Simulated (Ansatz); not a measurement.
**Question.** Name a neutral molecule of Ge, Si and H with zero-point energy (PBE0-D4/def2-TZVP) between 152 and 168 kJ/mol and HOMO–LUMO gap (B3LYP/def2-TZVPP) between 7.35 and 7.65 eV (Ansatz, PBE0-D4/def2-TZVP geometry).

**Answer.** `[GeH3][SiH2][GeH3]` (166.6 kJ/mol, 7.43 eV). Other molecules can fit too; these were computed, each in one conformer that needn't be the lowest.

B3LYP here is the variant with VWN-RPA as its local correlation; programs differ in this.
